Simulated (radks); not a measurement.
The numbers below are computed, except where a source is named.
Task: The mean radii <r> (bohr) of the occupied orbitals of an atom or ion are listed with their occupations. Level of theory: non-relativistic Kohn-Sham, AM05, spin-polarised, spherical densities, point nucleus (a radial shooting solver on a logarithmic mesh with Libxc functionals).

| orbital | occ. | <r> |
|---|---|---|
| 1s up | 1 | 0.3029 |

Name the element and its charge. Open shells, if any, are filled with parallel spins first.

Result: Z = 5, boron, charge +4: B4+ in 1s1. The 1s radius gives Z: for a bare nucleus <r> = 1.5/Z, 0.3 bohr for Z = 5, and the self-interaction of the functional makes it slightly larger (0.3029 here). The occupations add up to 1, and the charge is Z minus that.
